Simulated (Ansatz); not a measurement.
Reaction (formal loss of a carbene): `COB(Cl)OC` → `[CH2]` (triplet) + `COB(O)Cl`

Isolated molecules relaxed with PBE0-D4/def2-TZVP in Ansatz; ΔE leaves out vibrations. CCSD(T)/CBS adds triple-zeta CCSD(T) − MP2 to the extrapolated MP2 energy (def2 sets, frozen cores). This one scheme is used for every species. DFT in def2-TZVPP. B3LYP here is the variant with VWN-RPA as its local correlation; programs differ in this. Triplets are unrestricted, without spin–orbit coupling. Each species was taken in one conformer, which may not be the lowest.

CCSD(T)/CBS gives +3.97 eV.

Problem. Another level gave +3.87 eV. Which?
A. CCSD(T)/def2-TZVPP
B. ωB97M-V/def2-TZVPP
C. B3LYP-D4/def2-TZVPP
D. r2SCAN/def2-TZVPP

Solution. A. CCSD(T)/def2-TZVPP 3.87, B3LYP-D4 3.95, r2SCAN 3.73, ωB97M-V 4.01 eV.

Largest T1 diagnostic among the species: 0.012.

In def2-TZVPP, CCSD(T) changes the Hartree–Fock value by +1.32 eV (the triples alone add +0.11 eV) and MP2 by +1.41 eV. From PBE to PBE0 (25 % exact exchange), in def2-TZVPP and without D4, ΔE moves by −0.10 eV. The D4 term adds +0.10 eV with B3LYP and +0.05 eV with PBE0; it sums over pairs of atoms, weighted by their polarisabilities, and B3LYP, whose exchange is more repulsive, gets the larger term.
